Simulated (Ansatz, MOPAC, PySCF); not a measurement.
Dimer: hydrogen isocyanide (SMILES [C-]#[NH+]) (first 3 atoms) with CH4O (SMILES CO); geometry from B3LYP-D3(BJ)/def2-TZVP, rigid monomers moved along the line of their centres of mass till H3···O5 is 2.44 Å.
(charge 0, multiplicity 1):
```xyz
9

C     -0.113    -0.629    -0.256
N     -0.137    -0.182     0.818
H     -0.167     0.199     1.766
C     -0.101    -0.221     5.099
O     -0.201     0.825     4.127
H      0.253     0.167     6.056
H      0.628    -0.932     4.715
H     -1.056    -0.732     5.238
H     -0.851     1.475     4.415
```

Monomers are frozen at their geometry in the pair; levels with a basis set take the counterpoise correction. Rows marked so take none.

Rows in 6-31G* carry no dispersion term and start afresh at each structure (6-31G* with six Cartesian d functions). The state that AM1, PM3 reach isn't checked.

Codes used: Ansatz (Gaussian orbitals); MOPAC for AM1, PM3 (differences of heats of formation); PySCF for 6-31G* rows. 

One of these levels gives -97.6 meV for the interaction energy. Which one is it?
(A) B3LYP/def2-TZVPPD
(B) PM3
(C) AM1
(D) HF/6-31G* (no counterpoise)

B, PM3. The others give -126.6 (AM1), -277.0 (HF/6-31G* (no counterpoise)), -226.8 (B3LYP/def2-TZVPPD)

Ansatz is a first-principles code.
